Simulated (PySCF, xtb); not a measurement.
C3H5, SMILES [CH2]C=C (connectivity only; charge and spin as stated), charge +1, multiplicity 1.

xtb with GFN2-xTB at its own geometry gives an orbital gap of 1.89 eV.

Coordinates come from a B3LYP-D3(BJ)/def2-TZVP optimisation. The spin state was assumed, not searched. The isomer is the one that the SMILES or the coordinates give; other isomers of the formula were not compared.

Question: What does PySCF with M06-2X/def2-TZVPD give? (An estimate is asked for; the answer gives what the named calculation found.)

Answer: gap 7.80 eV (levels -17.11 and -9.31 eV).
